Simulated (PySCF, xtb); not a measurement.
TaOCl3, SMILES [O]=[Ta]([Cl])([Cl])[Cl], multiplicity 1.

GFN2-xTB in xtb at its own geometry gives an orbital gap of 3.74 eV and a dipole moment of 3.91 D.

Geometry: r2SCAN-D4/def2-SVP. The multiplicity is an assumed one; no other spin state was optimised. The isomer is the one that the SMILES or the coordinates give; other isomers of the formula were not compared. The def2 effective core potentials stand for the cores of Ta; spin–orbit coupling is left out.

Question: What does PBE/def2-TZVP run with PySCF give? (An estimate is asked for; the answer gives what the named calculation found.)

Answer: gap 4.69 eV (levels -8.30 and -3.61 eV), dipole 1.56 D.
